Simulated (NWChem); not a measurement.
System: C$_{2}$H$_{7}$ClSi; SMILES ClCC[SiH3]

Output (shortened):

```
             Northwest Computational Chemistry Package (NWChem) 7.3.0
             --------------------------------------------------------

                             Geometry "geometry" -> ""
                             -------------------------

 Output coordinates in angstroms (scale by  1.889725989 to convert to a.u.)

  No.       Tag          Charge          X              Y              Z
 ---- ---------------- ---------- -------------- -------------- --------------
    1 Si                  14.0000     0.47509500     1.67721700     0.04690100
    2 C                    6.0000    -1.01856400     0.56877900    -0.33407500
    3 C                    6.0000    -1.00811600    -0.79504800     0.32628600
    4 Cl                  17.0000     0.48186800    -1.71779400    -0.06085900
    5 H                    1.0000     0.11680000     3.08517600    -0.31041900
    6 H                    1.0000     0.78751800     1.62195600     1.50888900
    7 H                    1.0000     1.68399300     1.28761900    -0.73377600
    8 H                    1.0000    -1.09829900     0.46101100    -1.42909400
    9 H                    1.0000    -1.92746900     1.10494400    -0.00744300
   10 H                    1.0000    -1.04533600    -0.71415100     1.42212400
   11 H                    1.0000    -1.85097300    -1.41991400    -0.00153600

 Effective nuclear repulsion energy (a.u.)     210.5998849654

  xc_inp: hfexch multiplicative factor not found.

                                 NWChem DFT Module
                                 -----------------

 Summary of "ao basis" -> "ao basis" (spherical)
 ------------------------------------------------------------------------------
       Tag                 Description            Shells   Functions and Types
 ---------------- ------------------------------  ------  ---------------------
 Si                          6-31g*                  8       18   4s3p1d
 C                           6-31g*                  6       14   3s2p1d
 Cl                          6-31g*                  8       18   4s3p1d
 H                           6-31g*                  2        2   2s

            General Information
            -------------------
          SCF calculation type: DFT
          Wavefunction type:  closed shell.
          No. of atoms     :    11
          No. of electrons :    50
           Alpha electrons :    25
            Beta electrons :    25
          Charge           :     0
          Spin multiplicity:     1
          Use of symmetry is: off; symmetry adaption is: off
          Maximum number of iterations: 150
          AO basis - number of functions:    78
                     number of shells:    42
          Convergence on energy requested:  1.00D-06
          Convergence on density requested:  1.00D-05
          Convergence on gradient requested:  5.00D-04

              XC Information
              --------------
                     Hartree-Fock (Exact) Exchange  1.000

      Superposition of Atomic Density Guess
      -------------------------------------

 Sum of atomic energies:        -827.07602631

      Non-variational initial energy
      ------------------------------

 Total energy =    -828.912298
 1-e energy   =   -1559.164149
 2-e energy   =     519.651965
 HOMO         =      -0.335268
 LUMO         =       0.066788

     ---------------------------------------------
      Total Density - Mulliken Population Analysis
     ---------------------------------------------

[...]

                     NWChem Electrostatic Potential Fit Module
                     -----------------------------------------

 Atom parameters

 Number of atoms is                                   11
 Number of basis functions is                         78

 Grid parameters

 Maximum number of grid points is                  44186
 Number of grid points is                          44185
 Grid range                                     0.300000 nm
 Grid spacing                                   0.020000 nm
 Probe radius                                   0.070000 nm
 Atom radius factor                             1.000000

 Atomic radii

    1    0.100000
    6    0.147000
   14    0.187000
   17    0.169000
 FASTESP  F
  using M.O. file = ./job.movecs

    Atom              Coordinates                           Charge

                                                  ESP

    1 Si    0.047510    0.167722    0.004690    0.520431
    2 C    -0.101856    0.056878   -0.033408   -0.075509
    3 C    -0.100812   -0.079505    0.032629    0.211412
    4 Cl    0.048187   -0.171779   -0.006086   -0.274293
    5 H     0.011680    0.308518   -0.031042   -0.157462
    6 H     0.078752    0.162196    0.150889   -0.149089
    7 H     0.168399    0.128762   -0.073378   -0.137221
    8 H    -0.109830    0.046101   -0.142909    0.024705
    9 H    -0.192747    0.110494   -0.000744    0.002388
   10 H    -0.104534   -0.071415    0.142212    0.019291
   11 H    -0.185097   -0.141991   -0.000154    0.015347
                                            ------------
                                               -0.000000

 Dipole moment                                  0.972718

 Quadrupole moment Qxx                          7.222540
                   Qyy                        -10.445124
                   Qzz                          3.222584

 RMS deviation kJ/mol                           0.062954

 RRMS %                                        34.796734
```

Level: Hartree-Fock/6-31G* (spherical d). Geometry: optimised at PBE0/def2-SVP.

Question: Write an input that gives this output.

Answer: This is not unique; one that fits is the input that was run:
```
start job
memory heap 200 mb stack 900 mb global 1100 mb
geometry units angstroms noautosym nocenter noautoz
  Si     0.475095     1.677217     0.046901
  C     -1.018564     0.568779    -0.334075
  C     -1.008116    -0.795048     0.326286
  Cl     0.481868    -1.717794    -0.060859
  H      0.116800     3.085176    -0.310419
  H      0.787518     1.621956     1.508889
  H      1.683993     1.287619    -0.733776
  H     -1.098299     0.461011    -1.429094
  H     -1.927469     1.104944    -0.007443
  H     -1.045336    -0.714151     1.422124
  H     -1.850973    -1.419914    -0.001536
end
basis spherical
  * library 6-31g*
end
dft
  xc hfexch
  iterations 150
  mulliken
end
task dft energy
esp
  recalculate
  probe 0.07
  range 0.3
  factor 1.0
  spacing 0.02
end
task esp
```
